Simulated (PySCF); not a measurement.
## Tellurium: a sound run and one with changed settings

Sound run: Te⁺ [Kr] 4d10 5s2 5p3, Te²⁺ [Kr] 4d10 5s2 5p2. Calculation: PySCF 2.14, in x2c-TZVPall (8s6p4d2f, 60 functions); the spin-free X2C one-electron Hamiltonian (Gaussian nucleus). In the sound run the correlated levels freeze [Kr] 4d10. The sound run starts from symmetry-adapted Hartree-Fock orbitals and uses a fine grid where one is needed.

Changed run: a valence shell is frozen. This setting is unsound on purpose.

```json
{"species": "Te⁺", "method": "MP2", "sound run (hartree)": "-6790.62860", "changed run (hartree)": "-6790.58238", "converged": "yes"}
{"species": "Te²⁺", "method": "MP2", "sound run (hartree)": "-6789.93943", "changed run (hartree)": "-6789.89906", "converged": "yes"}
```

Ionisation energy of Te⁺:

| method | sound run (eV) | changed run (eV) |
| --- | --- | --- |
| UHF | 18.361 | 18.361 |
| MP2 | 18.753 | 18.594 |
| SCS-MP2 | 18.634 | 18.439 |

Freezing a valence shell removes pair correlation that changes on ionisation.

For comparison, NIST gives 18.6 ± 0.4 eV between the lowest levels.
